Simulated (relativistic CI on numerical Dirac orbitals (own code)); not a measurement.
## Crystal-field levels of Cr⁺, 3d5

Calculated by Dirac-Coulomb-Breit CI, separate exchange-only KLI orbitals for each configuration, model QED, valence Slater integrals scaled by 0.85, one configuration in a parametric crystal field (own radial code).

Field parameters in Wybourne normalisation: Td as Oh with Dq negative (B⁴₀ = 21Dq, B⁴₄ = √(5/14) B⁴₀). The field is a parameter set, without covalency.

S is read from ⟨S²⟩ = S(S + 1).

Site symmetry Td; labels are those of the double group. Computed levels in cm⁻¹ above the lowest, in rising order:

| Δ (size of 10Dq) | Lowest | No. 2 | No. 3 | No. 4 | No. 5 | No. 6 | No. 7 | No. 8 |
| --- | --- | --- | --- | --- | --- | --- | --- | --- |
| 1050 | Γ7+Γ8 | 21220 Γ6 | 21221 Γ8 | 21230 Γ7 | 21232 Γ8 | 21444 Γ6 | 21445 Γ8 | 21466 Γ8 |
| 1900 | Γ7+Γ8 | 20718 Γ6 | 20722 Γ8 | 20735 Γ7 | 20738 Γ8 | 21363 Γ6 | 21364 Γ8 | 21396 Γ8 |
| 2750 | Γ7+Γ8 | 20086 Γ6 | 20093 Γ8 | 20110 Γ7 | 20113 Γ8 | 21236 Γ6 | 21237 Γ8 | 21277 Γ8 |
| 3600 | Γ7+Γ8 | 19386 Γ6 | 19396 Γ8 | 19415 Γ7 | 19418 Γ8 | 21059 Γ6 | 21059 Γ8 | 21108 Γ8 |
| 4450 | Γ7+Γ8 | 18648 Γ6 | 18660 Γ8 | 18681 Γ7 | 18685 Γ8 | 20826 Γ6 | 20827 Γ8 | 20880 Γ8 |
| 5300 | Γ7+Γ8 | 17886 Γ6 | 17900 Γ8 | 17922 Γ7 | 17927 Γ8 | 20535 Γ6 | 20536 Γ8 | 20591 Γ8 |
| 6150 | Γ7+Γ8 | 17108 Γ6 | 17123 Γ8 | 17146 Γ7 | 17152 Γ8 | 20183 Γ6 | 20184 Γ8 | 20237 Γ8 |
| 7000 | Γ7+Γ8 | 16319 Γ6 | 16335 Γ8 | 16359 Γ7 | 16366 Γ8 | 19770 Γ6 | 19771 Γ8 | 19817 Γ8 |
| 7800 | Γ7+Γ8 | 15568 Γ6 | 15585 Γ8 | 15609 Γ7 | 15617 Γ8 | 19328 Γ6 | 19328 Γ8 | 19354 Γ8 |
| 8650 | Γ7+Γ8 | 14764 Γ6 | 14781 Γ8 | 14804 Γ7 | 14814 Γ8 | 18425 Γ8 | 18733 Γ7 | 18806 Γ6 |
| 9500 | Γ7+Γ8 | 13955 Γ6 | 13972 Γ8 | 13993 Γ7 | 14006 Γ8 | 16884 Γ8 | 17203 Γ7 | 18237 Γ6 |
| 10350 | Γ7+Γ8 | 13141 Γ6 | 13157 Γ8 | 13174 Γ7 | 13191 Γ8 | 15311 Γ8 | 15632 Γ7 | 17628 Γ6 |

Ground-state S against |10Dq| in cm⁻¹: 1050: 2.50, 1900: 2.50, 2750: 2.50, 3600: 2.50, 4450: 2.50, 5300: 2.50, 6150: 2.50, 7000: 2.50, 7800: 2.50, 8650: 2.50, 9500: 2.50, 10350: 2.50.

No abrupt spin change occurs in this range.
